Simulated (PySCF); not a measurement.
# Simulated characterisation data

- σ from GIAO-PBE0/pcSseg-1
- coordinates at the GFN2-xTB level
- program: PySCF
- a single conformation, no relativistic terms, fast rotation and ring inversion assumed for equivalent nuclei, isolated molecule

Chemical shifts δ = σref − σ; ¹H (31.72 ppm), ¹³C (186.93 ppm) against TMS, all at this level. Splittings of carbon signals by F and P are missing where no couplings were computed. Where no couplings were computed, multiplicities follow the n + 1 count of equivalent neighbours, and m marks all less simple cases (inequivalent or close neighbours, rings, F or P nearby). Shifts are as computed. Against solution values, carbons near 30 ppm lie about +3 ppm off and those near 130 ppm about +5 ppm. Of 1309 compounds with measured shifts, 239 miss one by over three times the rms of a fit or turn the order of signals round; such compounds aren't used in these exercises. OH and NH positions are gas-phase values without hydrogen bonding to other molecules.

**1.** `C/C=C1/[SiH2][C@@H](C#C)[C@@H]1F`, C7H9FSi. ¹H NMR (400 MHz, computed): δ 6.49 (m, 1H), 5.80 (m, 1H), 5.00 (m, 1H), 4.68 (m, 1H), 2.91 (m, 1H), 2.06 (d, 3H), 1.76 (d, 1H). ¹³C{¹H} NMR (computed): δ 159.3, 142.2, 101.4, 89.5, 76.7, 24.1, 21.2.

**2.** SMILES C=N[Si@](N)(P)C(C)(C)C, C5H15N2PSi. ¹H NMR (400 MHz, computed): δ 8.52 (m, 1H), 8.42 (m, 1H), 1.00 (br s, 2H), 0.98 (s, 9H), 0.73 (m, 2H). ¹³C{¹H} NMR (computed): δ 172.0 (CH2), 27.0 (CH3), 22.2 (C).
